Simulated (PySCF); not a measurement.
CH₆AlNO, SMILES C[NH][AlH][OH]. Atoms are numbered in the order given.

```xyz
10

Al    -0.5794    -0.7659     0.0000
H     -1.9535    -1.5513     0.0000
N     -0.5631     1.0043     0.0000
C      0.5796     1.8879     0.0000
H     -1.4443     1.5082     0.0000
H      0.6139     2.5440    -0.8900
H      0.6139     2.5440     0.8900
H      1.5092     1.2986     0.0000
O      0.9447    -1.5333     0.0000
H      1.0997    -2.4776     0.0000
```

Geometry optimised at PBE0-D3(BJ)/def2-SVP. One conformer was computed; it need not be the lowest.

These are r2SCAN/def2-TZVP in PySCF values and carry that method's errors.

Symmetry labels are those of the subgroup Cs that the program uses (full group Cs).

Computed valence orbital energies around the gap with their symmetry:
```
orbital  symmetry  energy (eV)
-------  --------  -----------
HOMO−7         A'       -11.71
HOMO−6         A'       -10.60
HOMO−5         A"       -10.41
HOMO−4         A'        -9.15
HOMO−3         A'        -8.22
HOMO−2         A"        -7.74
HOMO−1         A'        -7.47
HOMO           A"        -5.58
LUMO           A"        -0.24
LUMO+1         A'         0.03
LUMO+2         A'         0.93
LUMO+3         A'         1.89
```
